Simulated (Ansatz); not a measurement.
Spin states of FOV (SMILES [O]=[V][F]), each relaxed at B3LYP-D3(BJ)/def2-TZVP; lowest solutions found, singlets restricted, no spin–orbit coupling, no relativity up to Kr.
Multiplicity 3 (charge 0, multiplicity 3):
| atom | x (Å) | y (Å) | z (Å) |
|---|---|---|---|
| V | 0.1918 | -0.1332 | 0.2235 |
| O | 1.2694 | -0.2399 | -0.9480 |
| F | -1.4944 | 0.4205 | 0.6542 |
Multiplicity 1 (charge 0, multiplicity 1):
| atom | x (Å) | y (Å) | z (Å) |
|---|---|---|---|
| V | 0.2009 | -0.1420 | 0.2422 |
| O | 1.2479 | -0.2313 | -0.9481 |
| F | -1.4819 | 0.4207 | 0.6356 |

Codes used: Ansatz (Gaussian basis) for Hartree–Fock, density functionals and correlated methods. Values without a source in brackets are computed.

The energy of multiplicity 1 less that of multiplicity 3 (kcal/mol) and the share of exact exchange:

```csv
functional,exact exchange (%),value
PBE/def2-TZVPP,0,24.77
PBE0/def2-TZVPP,25,26.78
BLYP/def2-TZVPP,0,21.24
B3LYP/def2-TZVPP,20,22.61
BHLYP/def2-TZVPP,50,24.70
r2SCAN/def2-TZVPP,0,26.64
r2SCANh/def2-TZVPP,10,27.10
```

Q: Take the value as linear in the share of exact exchange along PBE and PBE0. Give the slope, say whether the sign turns, and set the other functionals against that line.

A: 
Slope: (26.78 − (24.77))/2.5 = 0.80 kcal/mol for each 10 %. The line keeps its sign from 0 to 100 %. At 50 % it gives 28.8 kcal/mol. The LYP pair gives (24.70 − (21.24))/5 = 0.69 for each 10 %. BHLYP, at 50 %, lies -4.1 from the PBE line. B3LYP, at 20 %, lies -3.8 from the PBE line. r2SCAN, with none, stands 1.9 from PBE. The r2SCAN pair gives 0.46 for 10 %.

Ansatz is a program for electronic structure.
